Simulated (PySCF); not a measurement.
**Zn: excitation energy**

Zn [Ar] 3d10 4s2 (1S) → Zn [Ar] 3d9 4s2 4p1 (high-spin determinant), as a difference of total energies. Computed with PySCF 2.14 in aug-cc-pVQZ-PP with ECP10MDF (7s7p6d4f3g2h, 135 functions), with scalar relativity through the core potential. Correlated levels: valence: 3s2 3p6 frozen. The calculations carry no spin-orbit coupling.

```tsv
method	excitation energy (cm⁻¹)
UHF	71059
LDA	95611
PBE	90621
r2SCAN	85636
MN15	106720
TPSSh	87986
MP2 (valence)	93852
SCS-MP2 (valence)	91254
```

Estimate what PBE0 gives.

86872 cm⁻¹, closest to TPSSh among the rows shown.

Estimate what BHandHLYP gives.

82955 cm⁻¹, closest to r2SCAN among the rows shown.

The upper state lies above the first ionisation limit, where it may autoionise and the basis confines it.

The determinant of the upper state mixes LS terms, which raises its energy above the lowest term, most at the Hartree-Fock and MP2 levels.
